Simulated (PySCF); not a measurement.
**Basis and Hamiltonian dependence of the excitation energy of Sb²⁺**

Sb²⁺ [Kr] 4d10 5s2 5p1 (2P) → Sb²⁺ [Kr] 4d10 5s1 5p1 6s1 (4P). All values are computed (PySCF 2.14, energy differences of UHF-based or UKS calculations, no spin-orbit coupling). Values in eV.

| basis | Hamiltonian | functions | UHF | r2SCAN | PBE0 | MP2 (valence) | CCSD(T) (valence) |
| --- | --- | --- | --- | --- | --- | --- | --- |
| aug-cc-pVDZ-PP with ECP28MDF | ECP | 32 | 17.841 | n/a | 19.353 | 18.416 | 18.577 |
| ANO-RCC-VDZP | spin-free X2C | 43 | 23.289 | 23.842 | n/a | 23.848 | n/a |
| aug-cc-pVTZ-PP with ECP28MDF | ECP | 55 | 17.766 | n/a | 19.269 | 18.461 | 18.582 |
| aug-cc-pVTZ-PP with one added diffuse shell each of d, f type with ECP28MDF | ECP | 67 | 17.766 | n/a | 19.269 | 18.462 | 18.582 |
| ANO-RCC-VTZP | spin-free X2C | 68 | 18.249 | n/a | 19.528 | 18.915 | 19.135 |
| x2c-TZVPPall with one added diffuse shell each of s, p, d, f type | spin-free X2C | 76 | 17.780 | n/a | 19.216 | 18.473 | 18.589 |
| aug-cc-pwCVTZ-PP with ECP28MDF | ECP | 96 | 17.752 | 19.383 | 19.261 | 18.484 | 18.595 |
| aug-cc-pwCVTZ-DK3 | spin-free X2C | 109 | 17.757 | n/a | 19.198 | 18.485 | 18.591 |
| aug-cc-pwCVTZ-DK3 with one added diffuse shell each of s, p, d, f type | spin-free X2C | 125 | 17.757 | n/a | 19.198 | 18.484 | n/a |
| dyall-av2z | non-relativistic | 130 | 16.836 | 18.269 | 18.242 | 17.481 | 17.583 |

Frozen in the all-electron rows: valence: [Kr] 4d10; with a core potential, the same shells as far as they lie outside it.

At CCSD(T) (valence), ANO-RCC-VTZP lies more than 0.3 eV from the median of the rows with comparable relativity. Of these, ANO-RCC-VTZP has no diffuse functions of the l that the added or promoted electron needs.

Non-relativistic rows lack the scalar-relativistic shift.
